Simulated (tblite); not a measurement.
Compound: C4H13NSi4.
Cartesian coordinates in Å at the GFN2-xTB level; atoms count from 1:
```xyz
22
C4H13NSi4 angstrom
Si    -2.4410   -1.2494    0.7165
N     -1.5897   -0.0495   -0.2131
Si    -2.4284    1.1172   -1.2075
C     -0.1975    0.0682   -0.0767
C      0.3883    1.2733   -0.0493
Si     2.2169    1.6253    0.0541
C      3.1889    0.0347   -0.1880
C      2.6344   -1.1734   -0.2231
Si     0.8018   -1.5355   -0.0252
H     -3.8509   -0.8731    0.6837
H     -2.2465   -2.5785    0.1310
H     -1.9419   -1.2146    2.0931
H     -2.8668    2.2922   -0.4450
H     -1.5123    1.4930   -2.2819
H     -3.5987    0.4240   -1.7412
H     -0.2585    2.1465   -0.0758
H      2.5642    2.2016    1.3672
H      2.6192    2.5892   -0.9869
H      4.2648    0.1253   -0.3026
H      3.2698   -2.0430   -0.3651
H      0.3764   -2.4165   -1.1273
H      0.5971   -2.2374    1.2553
```

Computed with GFN2-xTB (tblite): harmonic, unscaled wavenumbers at the GFN2-xTB geometry, gas phase. Errors from tens to a few hundred cm⁻¹ against measured bands are possible. Modes of hydrogen on silicon can be 10 to 20 % off. One conformer, not necessarily the lowest.

Harmonic wavenumbers (cm⁻¹): 33.6, 48.5, 93.6, 109.5, 137.5, 150.1, 189.3, 223.2, 243.9, 254.2, 305.4, 354.6, 372.8, 462.9, 471.5, 516.8, 555.4, 556.3, 563.5, 569.3, 580.4, 587.1, 604.3, 646.4, 668.6, 694.6, 697.7, 761.4, 765.5, 771.7, 780.5, 782.5, 789.4, 792.9, 797.7, 803.4, 825.5, 827.3, 886.9, 965.2, 1009.4, 1166.9, 1193.8, 1265.5, 1332.5, 1589.8, 1640.5, 2144.5, 2158.3, 2165.5, 2174.4, 2210.4, 2232.7, 2245.4, 2270.5, 2280.7, 2292.7, 2979.6, 2981.4, 3001.2.

A = 1365, B = 573.9, C = 442.4 MHz; mass 187.013 u (most abundant isotopes); point group C1, symmetry number 1.

Question: Zero-point energy?

Answer: Half the sum of the wavenumbers: 30788 cm⁻¹ = 368.31 kJ/mol.

Question: What is S at 200 K and 1 bar for an ideal gas of classical rigid rotors and harmonic oscillators?

Answer: Translation 165.80, rotation 125.59, vibration 117.22: S = 408.6 J/(mol K).

Question: And Cp and H(200 K) − H(0)?

Answer: Cp = 167.34 J/(mol K), of which vibrations give 134.08 (their classical limit is 60 R = 498.9); H(200 K) − H(0) = 19.45 kJ/mol without the zero-point energy, 12.80 from vibrations.

Question: What must be added to the electronic energy to get the Gibbs energy at 200 K and 1 bar?

Answer: ZPE + [H(200 K) − H(0)] − T·S = 368.31 + 19.45 − 81.72 = 306.04 kJ/mol.

Question: Blend soft modes into free rotors: weight 1/[1 + (100 cm⁻¹/ν̃)⁴] for the oscillator and the rest for a rotor with moment μB/(μ + B), μ = h/(8π²ν), B = 10⁻⁴⁴ kg m². What vibrational entropy results?

Answer: 107.90 J/(mol K) in place of 117.22, which changes −T·S at 200 K by +1.86 kJ/mol.

Question: Which modes carry the vibrational entropy at 200 K?

Answer: 33.6 cm⁻¹: 20.14; 48.5 cm⁻¹: 17.11; 93.6 cm⁻¹: 11.76; 109.5 cm⁻¹: 10.51; 137.5 cm⁻¹: 8.74; 150.1 cm⁻¹: 8.07 J/(mol K); the other 54 give 40.89 together.

Question: How do the functions run with temperature in this model?

Answer: 
| T (K) | S (J/(mol K)) | Cp (J/(mol K)) | H − H(0) (kJ/mol) | G − H(0) (kJ/mol) | ln q(vib) |
| --- | --- | --- | --- | --- | --- |
| 150 | 366.0 | 130.5 | 12.01 | -42.89 | 4.50 |
| 250 | 449.9 | 203.4 | 28.73 | -83.73 | 8.34 |
| 298.15 | 488.4 | 234.6 | 39.29 | -106.33 | 10.25 |
| 400 | 565.2 | 287.7 | 66.03 | -160.04 | 14.30 |
| 600 | 696.1 | 357.4 | 131.10 | -286.58 | 22.01 |
| 900 | 854.1 | 420.2 | 248.62 | -520.09 | 32.44 |

q(vib) and H(0) count from the zero-point level.

Hindered rotation and anharmonicity are outside this model. Other conformers, if any are populated, would add a mixing term that is left out. The structure is chiral; the term R ln 2 for an equal mix with its mirror image is left out.
